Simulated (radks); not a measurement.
Task: Valence configurations of I+ (all share [Kr]). All-electron calculation, scalar-relativistic Kohn-Sham, PBE, spin-polarised, spherical densities, finite nucleus; open shells are filled with parallel spins first (spin-orbit coupling, left out, can overturn this in heavy ions); Fermi nuclear charge, rms radius 4.75 fm. Program: a radial shooting solver on a logarithmic mesh with Libxc functionals. Order these by energy: 4d10 5s1.5 5p4.5; 4d8 5s2 5p6; 4d10 5s1 5p5; 4d8.5 5s2 5p5.5; 4d9 5s2 5p5; 4d10 5p6; 4d9.5 5s1.5 5p5; 4d10 5s2 5p4; 4d9.5 5s2 5p4.5; 4d9.5 5s1 5p5.5.

Result: From the lowest, in eV above it: 4d10 5s2 5p4 0.000; 4d10 5s1.5 5p4.5 5.474; 4d10 5s1 5p5 10.963; 4d10 5p6 22.845; 4d9.5 5s2 5p4.5 23.116; 4d9.5 5s1.5 5p5 28.752; 4d9.5 5s1 5p5.5 34.403; 4d9 5s2 5p5 47.362; 4d8.5 5s2 5p5.5 72.739; 4d8 5s2 5p6 99.246. NIST lists [Kr] 4d10 5s2 5p4 as the ground configuration; this level of theory agrees among the configurations tried. The energies are those of spherical high-spin densities, not of single terms.
